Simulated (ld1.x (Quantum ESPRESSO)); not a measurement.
indium: variants of one TM potential

Base potential:

| Quantity | Value |
| --- | --- |
| Element | indium |
| Generator | ld1.x (Quantum ESPRESSO) 7.5 |
| Type | norm-conserving Troullier–Martins (Kleinman–Bylander form) |
| Functional | PBE |
| Relativity | scalar-relativistic |
| Frozen core | [Kr] 4d10 |
| Valence charge | 3 |
| Reference configuration | 5s2 5p1 |
| Partial waves | 5s (bound): rc 2.25 bohr; 5p (bound): rc 2.90 bohr |
| Local potential | all-electron potential smoothed inside 1.85 bohr (lloc = -2) |
| Core correction | a·sin(br)/r model core inside 1.85 bohr |

All-electron outer shells of the reference configuration (PBE, scalar-relativistic, ld1.x):

| shell | level (eV) | outermost node (bohr) | outermost maximum (bohr) |
| --- | --- | --- | --- |
| 4p | -78.13 | 0.42 | 0.82 |
| 4d | -18.62 | 0.40 | 0.94 |
| 5s | -8.21 | 1.02 | 2.16 |
| 5p | -2.52 | 1.14 | 2.85 |

Cutoffs, loose and tight: the cutoffs (Ry, on a coarse ladder) from which the occupation-weighted sum of valence levels, in a spherical-Bessel basis at the reference potential, stays within 10 and 1 mRy of its value at 400 Ry. They do not see the model core or the augmentation charge, which bear on the density cutoff. Test errors are all-electron minus pseudo excitation energies from the reference, over the configurations 5s2 5p0; 5s1 5p0; 5s2 5p0.5; 5s1 5p1; 5s2 5p1.3; 5s1 5p2; 5s0 5p3. A dash means not determined; rows that change the core or the reference have their own tests.

A true bound ghost makes a file unfit for plane-wave use even where its test errors are small: the radial tests pick states by their node count and pass the ghost by.

| change | outcome | cutoff, loose | cutoff, tight | bound ghosts | largest test error (meV) |
| --- | --- | --- | --- | --- | --- |
| base | generated | 10 Ry | 25 Ry | none | -204 |
| all radii but the core radius scaled by about 0.87 (s 1.96, p 2.52 bohr); local potential all-electron potential smoothed inside 1.62 bohr (lloc = -2) | generated | 10 Ry | 30 Ry | none | -187 |
| all radii but the core radius scaled by about 1.04 (s 2.34, p 3.00 bohr); local potential all-electron potential smoothed inside 1.92 bohr (lloc = -2) | generated | 10 Ry | 25 Ry | none | -208 |
| all radii but the core radius scaled by about 1.25 (s 2.80, p 3.62 bohr); local potential all-electron potential smoothed inside 2.30 bohr (lloc = -2) | generated | 8 Ry | 18 Ry | none | -235 |
| all radii but the core radius scaled by about 1.34 (s 3.02, p 3.90 bohr); local potential all-electron potential smoothed inside 2.48 bohr (lloc = -2) | generated | 8 Ry | 15 Ry | none | -256 |

Task: What comes out with this change to the base: all radii but the core radius scaled by about 0.75 (s 1.70, p 2.18 bohr); local potential all-electron potential smoothed inside 1.40 bohr (lloc = -2)?

Result: outcome: generated; cutoff, loose: 25 Ry; cutoff, tight: 55 Ry; bound ghosts: s, d; largest test error (meV): -240.

Task: What comes out with this change to the base: all radii but the core radius scaled by about 1.15 (s 2.58, p 3.32 bohr); local potential all-electron potential smoothed inside 2.12 bohr (lloc = -2)?

Result: outcome: generated; cutoff, loose: 8 Ry; cutoff, tight: 21 Ry; bound ghosts: none; largest test error (meV): -221.

Reading the sweep of the scale of all radii but the core radius (base = 1) (base included, trends over the rows without a ghost): The loose cutoff stays near 8 Ry. The median size of the test errors (rows with all tests solved) rises from 20.0 meV at 0.87 to 25.6 meV at 1.34. More of the atom is replaced by a form fitted at one configuration, so other configurations suffer as the radius grows. Bound ghosts are found at 0.75.
